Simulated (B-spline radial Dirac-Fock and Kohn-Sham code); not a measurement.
**Satellites and hypersatellites of the K lines of Co³⁺**

System: Co³⁺ in the configuration 1s2 2s2 2p6 3s2 3p6 3d6, inside a Watson sphere of charge -3 and radius 2.4 Å (a model of the Madelung potential; inside it an electron's potential energy is raised by 18.0 eV).

Calculated with an atomic code on a B-spline grid, using Dirac-Fock (average of configuration) total-energy differences with a finite nucleus, the Breit interaction including its frequency dependence, and self-energy and vacuum-polarisation corrections. Each two-hole energy is an average over J within one jj subconfiguration, not an observable level; in light atoms, where LS coupling holds, the j-resolved values are not observed lines, and for a K spectator the Kα1 hypersatellite is nearly forbidden. No correlation.

Lines without a spectator: Kα2 (K-L2) 6913.6 eV, Kα1 (K-L3) 6928.0 eV, Kβ3 (K-M2) 7647.7 eV, Kβ1 (K-M3) 7649.6 eV. Shifts in eV with one spectator hole (a dash: not computed, or left out as unreliable):

```tsv
spectator hole	Kα2	Kα1	Kβ3	Kβ1
L2 (2p1/2)	+26.42	+32.4	–	+73.6
L3 (2p3/2)	+30.0	+28.79	+71.1	–
M2 (3p1/2)	–	+2.45	+5.94	+7.60
M3 (3p3/2)	+2.23	–	+7.21	+6.77
```

Question: Where does the K-L3 hypersatellite lie, emitted when both K electrons are missing?

Answer: +286.3 eV from the normal line, at 7214.4 eV. Removing both K electrons costs 15882.1 eV, which is 385.8 eV more than twice the K binding energy. In light atoms the observed hypersatellite is the ¹S₀ → ¹P₁ component, which lies below this average, and the triplet component is nearly forbidden.

With n spectator holes in 2p, averaged over the 2p shell (energies in eV):

| n | KαLⁿ | step | hypersatellite KαʰLⁿ |
| --- | --- | --- | --- |
| 0 | 6923.2 | – | 7208.7 |
| 1 | 6953.1 | +29.9 | 7239.9 |
| 2 | 6984.1 | +31.0 | 7272.1 |
| 3 | 7016.3 | +32.1 | 7305.5 |
| 4 | 7049.6 | +33.3 | 7340.0 |
| 5 | 7084.0 | +34.5 | 7375.7 |
